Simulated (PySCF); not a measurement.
Compound: C2H9NOSSi.
Atom-mapped SMILES: `[CH3:1][O:2][Si@H:3]([NH2:4])[S:5][CH3:6]` (hydrogens: H7, H8, H9 on C1; H10 on Si3; H11, H12 on N4; H13, H14, H15 on C6)

The geometry is computed with GFN2-xTB (gas phase).

Task: List the bond lengths, angles and torsions at this level.

Result: 
```json
{"bond": "C1–O2", "length (Å)": "1.398"}
{"bond": "O2–Si3", "length (Å)": "1.618"}
{"bond": "Si3–N4", "length (Å)": "1.721"}
{"bond": "Si3–S5", "length (Å)": "2.144"}
{"bond": "S5–C6", "length (Å)": "1.821"}
{"bond": "C1–H7, C1–H8, C1–H9", "length (Å)": "1.091"}
{"bond": "Si3–H10", "length (Å)": "1.459"}
{"bond": "N4–H11, N4–H12", "length (Å)": "1.008"}
{"bond": "C6–H13, C6–H14, C6–H15", "length (Å)": "1.085"}
```

Bonds in one row agree within 0.01 Å and their mean is given. A selection of angles:
```json
{"angle": "O2–C1–H7", "degrees": "110.9"}
{"angle": "O2–C1–H8", "degrees": "107.8"}
{"angle": "O2–C1–H9", "degrees": "110.2"}
{"angle": "H7–C1–H8", "degrees": "109.7"}
{"angle": "C1–O2–Si3", "degrees": "126.8"}
{"angle": "O2–Si3–N4", "degrees": "110.8"}
{"angle": "O2–Si3–S5", "degrees": "103.2"}
{"angle": "O2–Si3–H10", "degrees": "112.9"}
{"angle": "N4–Si3–S5", "degrees": "113.9"}
{"angle": "N4–Si3–H10", "degrees": "106.1"}
{"angle": "S5–Si3–H10", "degrees": "110.0"}
{"angle": "Si3–N4–H11", "degrees": "117.4"}
{"angle": "H11–N4–H12", "degrees": "109.2"}
{"angle": "Si3–S5–C6", "degrees": "100.8"}
{"angle": "S5–C6–H13", "degrees": "109.4"}
{"angle": "S5–C6–H14", "degrees": "107.0"}
{"angle": "H13–C6–H14", "degrees": "110.2"}
{"angle": "H13–C6–H15", "degrees": "110.7"}
```

Torsions: C1–O2–Si3–N4 -58° (synclinal); O2–Si3–S5–C6 -49° (synclinal).

Si3 (oxygen-bound silicon) is distorted tetrahedral (angles from 103.2° to 113.9°). Of the pairs four or more bonds apart, O2···H15 is among the closest relative to their van der Waals radii: 2.68 Å, 98 % of the sum of Bondi's values. O2 (silyl ether oxygen) is bent (angle 126.8°). N4 (silicon-bound nitrogen) is pyramidal (angles 117.9°, 117.4° and 109.2°, sum 344.5°, 0.27 Å off the plane of its three neighbours).

Point group: C1 (no symmetry element, even within 0.4 Å). GFN2-xTB frequencies: not computed here. One conformer, not necessarily the lowest (C1–O2–Si3–N4 -58°, O2–Si3–N4–H -44° and -178°, O2–Si3–S5–C6 -49°).
